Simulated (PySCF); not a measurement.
Si(I)2(OH)2 (H₂I₂O₂Si), SMILES I[Si](O)(O)I.

The structure is a stationary point at PBE-D3(BJ)/def2-SVP. This is a generated structure with no PubChem entry under its InChIKey; it may be hypothetical. The def2 effective core potentials stand for the cores of I; spin–orbit coupling is left out. One conformer was computed; it need not be the lowest.

Two levels are set side by side: TDA-PBE/def2-SVPD (PySCF) and TDA-B3LYP/def2-SVPD (PySCF). Vertical, same geometry. The lowest singlet is HOMO→LUMO 97 % with PBE and HOMO→LUMO 98 % with the other functional; states are paired by order. Differences are taken from unrounded values.

```csv
quantity,TDA-B3LYP
lowest singlet excitation (eV),4.84
lowest triplet excitation (TDA) (eV),4.37
```

What does TDA-PBE give, and how far is it from TDA-B3LYP? (Estimate from the structure and the level; the computed values follow.)


| quantity | TDA-PBE | TDA-PBE minus TDA-B3LYP |
|---|---|---|
| lowest singlet excitation (eV) | 4.52 | -0.31 |
| lowest triplet excitation (TDA) (eV) | 4.11 | -0.27 |

Functionals without exact exchange tend to place singlet excitations lower, as here. Differences between two approximate levels are no errors against the true value.

Rough cost on one machine, each run with all the roots and properties that it gave: TDA-B3LYP against TDA-PBE about 2 times.
